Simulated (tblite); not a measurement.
Species: C5H8O4 (charge -1 and doublet state).
Z-matrix (Å and degrees, GFN2-xTB geometry), rows numbered from 1:
```
C 
O   1  1.3953
C   2  1.4627  1  113.86
C   3  1.5248  2  110.89  1    70.58
C   3  1.4902  2  112.56  1   -55.30
O   5  1.2666  3  124.82  2   123.04
O   3  1.4387  2  102.53  1  -167.69
C   7  1.3431  3  122.46  2   -89.24
O   8  1.2275  7  130.27  3    20.25
H   1  1.0918  2  107.11  3   159.55
H   1  1.0985  2  110.64  3    40.19
H   1  1.0994  2  111.77  3   -81.15
H   4  1.0862  3  110.29  2    42.89
H   4  1.0878  3  108.68  2   163.03
H   4  1.0873  3  108.51  2   -79.15
H   5  1.1004  3  113.88  2   -61.47
H   8  1.1090  7  107.62  3  -156.12
```

All values are computed: GFN2-xTB (tblite) harmonic vibrations without scaling, gas phase. This tight-binding method is rough: wavenumbers can miss measured ones by several per cent, in bad cases by 10 to 20. One conformer, not necessarily the lowest. Open shells enter through the occupations alone, without spin polarisation, and single modes of such species can be off by tens of per cent.

Harmonic wavenumbers (cm⁻¹): 47.3, 81.1, 104.2, 148.4, 168.4, 193.0, 205.9, 260.6, 280.0, 288.5, 395.9, 422.5, 463.7, 546.0, 604.5, 699.6, 706.2, 757.1, 806.4, 881.8, 987.1, 1067.6, 1084.2, 1092.4, 1134.2, 1167.3, 1203.6, 1308.3, 1365.3, 1369.5, 1387.2, 1461.6, 1479.2, 1479.8, 1497.8, 1534.4, 1675.2, 2709.3, 2793.1, 2858.3, 2883.5, 2970.4, 3026.7, 3032.1, 3047.6.

A = 2360, B = 1283, C = 1054 MHz; mass 132.042 u (most abundant isotopes); point group C1, symmetry number 1; spin multiplicity 2.

Task: Zero-point energy?

Result: Half the sum of the wavenumbers: 26838 cm⁻¹ = 76.73 kcal/mol.

Task: Give the ideal-gas entropy at 273.15 K and 1 bar in the rigid-rotor, harmonic-oscillator model (classical rotation).

Result: Translation 40.14, rotation 28.74, vibration 29.03, spin (R ln 2) 1.38: S = 99.3 cal/(mol K).

Task: And Cp and H(273.15 K) − H(0)?

Result: Cp = 37.12 cal/(mol K), of which vibrations give 29.17 (their classical limit is 45 R = 89.4); H(273.15 K) − H(0) = 6.41 kcal/mol without the zero-point energy, 4.24 from vibrations.

Task: What must be added to the electronic energy to get the Gibbs energy at 273.15 K and 1 bar?

Result: ZPE + [H(273.15 K) − H(0)] − T·S = 76.73 + 6.41 − 27.12 = 56.02 kcal/mol.

Task: Blend soft modes into free rotors: weight 1/[1 + (100 cm⁻¹/ν̃)⁴] for the oscillator and the rest for a rotor with moment μB/(μ + B), μ = h/(8π²ν), B = 10⁻⁴⁴ kg m². What vibrational entropy results?

Result: 27.13 cal/(mol K) in place of 29.03, which changes −T·S at 273.15 K by +0.52 kcal/mol.

Hindered rotation and anharmonicity are outside this model. Other conformers, if any are populated, would add a mixing term that is left out. The structure is chiral; the term R ln 2 for an equal mix with its mirror image is left out.
